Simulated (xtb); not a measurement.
RuO4, SMILES [O]=[Ru](=[O])(=[O])=[O], multiplicity 1. All values are semi-empirical tight-binding results from xtb (GFN2-xTB unless named), good for trends rather than for accurate numbers. Geometry optimised at GFN2-xTB. The multiplicity is an assumed one; other spin states were not compared. The isomer is the one that the SMILES or the coordinates give; other isomers of the formula were not compared.

For metal compounds this method's bond lengths and energies can be far off.

Q: Estimate the properties. (Estimate from the structure and the level; the computed values follow.)

A: 
```json
{
  "point_group_as_xtb_finds_it": "Td",
  "orbital_gap": "3.78 eV",
  "zero_point_energy": "7.1 kcal/mol",
  "G − E(el) at 298.15 K (modified RRHO)": "-9.8 kcal/mol"
}
```
